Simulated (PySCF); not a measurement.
Compound: cis-Si(PH3)2Cl4.
Z-matrix (Å and degrees, PBE0-D3(BJ)/def2-SVP geometry), rows numbered from 1:
```
Si
P   1  2.4971
H   2  1.4222  1  121.82
H   2  1.4151  1  115.38  3  -120.96
H   2  1.4153  1  115.44  3   121.07
Cl  1  2.1142  2  174.22  3    -0.05
P   1  2.5069  2   90.41  3    -0.57
H   7  1.4151  1  115.00  2   121.67
H   7  1.4227  1  122.40  2     0.71
H   7  1.4154  1  115.48  2  -120.72
Cl  1  2.1129  2   84.17  3   179.25
Cl  1  2.1731  2   82.58  3   -83.03
Cl  1  2.1751  2   82.38  3    81.58
```

Computed at PBE0/pcSseg-1 (PySCF, non-relativistic), with Q(35Cl) = −0.0817 b: Cl6, 35Cl (I = 3/2): χzz = -46.26 MHz, η = 0.175; Cl12, 35Cl (I = 3/2): χzz = -44.69 MHz, η = 0.071.

(1) Where would the pure quadrupole (NQR) lines of 35Cl at Cl6 fall for the rigid, isolated species?

(2) Find the zero-field quadrupole resonance frequencies of 35Cl at Cl12.

(3) Apply the simplest Townes–Dailey estimate (no s hybridisation, no π bonding), ionic character = 1 − χzz/χ0, where χ0 is the coupling for one missing p electron along the bond: −109.74 MHz for 35Cl.

Results:

(1) From ν = (|χ|/2)√(1 + η²/3): ν = 23.25 MHz (chlorine bonded to Si). For 37Cl the ratio of quadrupole moments, 0.7881, gives 18.32 MHz.

(2) From ν = (|χ|/2)√(1 + η²/3): ν = 22.37 MHz (chlorine bonded to Si). For 37Cl the ratio of quadrupole moments, 0.7881, gives 17.63 MHz.

(3) Cl6 on Si1: 1 − (-46.26)/(-109.74) = 0.58; Cl12 on Si1: 1 − (-44.69)/(-109.74) = 0.59. In this model a purely covalent bond gives χ0 and a free halide ion gives zero; s hybridisation or π bonding, where present, is counted here as ionic character.

In a crystal, neighbours and librations shift these lines. These gradients aren't converged with respect to the basis.

The run behind these numbers computed NMR shieldings as well. Hardware: one thread, AMD EPYC 9B45 (x86_64), shared host with 96 logical CPUs at a one-minute load of 22. Cost: 23 s of wall time (with the writing of density and orbital grids), 1.3 GiB resident at most.
